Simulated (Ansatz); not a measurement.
Molecule: C$_{4}$H$_{6}$B, charge 0, multiplicity 2. It need not be the lowest isomer of its formula. SMILES: C#CB([CH2])C
Structure (B3LYP-D3(BJ)/def2-TZVP (Ansatz, a first-principles code) minimum search):
```xyz
11

C      2.2803    -0.1283    -0.1524
C      1.0777    -0.0369    -0.0660
B     -0.4384     0.0764     0.0424
C     -1.0307     1.4358     0.4175
C     -1.3310    -1.1877    -0.2305
H      3.3378    -0.2091    -0.2284
H     -2.1000     1.5980     0.5147
H     -0.4225     2.3137     0.6076
H     -2.4012    -1.0026    -0.1274
H     -1.0554    -2.0030     0.4472
H     -1.1440    -1.5768    -1.2372
```
Charge 0, spin multiplicity 2.

Property: atomisation energy (electronic, to ground-state atoms); the coupled-cluster value holds the core correlation from cc-pwCVTZ, in kcal/mol. Cores are frozen in the correlated levels unless marked. UHF or UKS for open shells. No spin-orbit coupling. No relativistic terms. Basis-set limits of correlation are two-point, X^-3; Hartree-Fock from the larger set.

Level to compare with: CCSD(T)/CBS(cc-pVTZ,cc-pVQZ) plus the core term (Ansatz), 1099.8 kcal/mol. It is a level with limits of its own, and the differences hold the functionals' basis error too.

Task: Rank these functionals by how close they come to CCSD(T)/CBS(cc-pVTZ,cc-pVQZ), closest first: revPBE/def2-TZVPD (Ansatz); r2SCAN/def2-TZVPD (Ansatz); LC-wPBE/def2-TZVPD (Ansatz).

Result: LC-wPBE/def2-TZVPD (range-separated hybrid, 1100.2 kcal/mol, difference 0.4), r2SCAN/def2-TZVPD (meta-GGA, 1107.5 kcal/mol, difference 7.7), revPBE/def2-TZVPD (GGA, 1089.0 kcal/mol, difference -10.8)
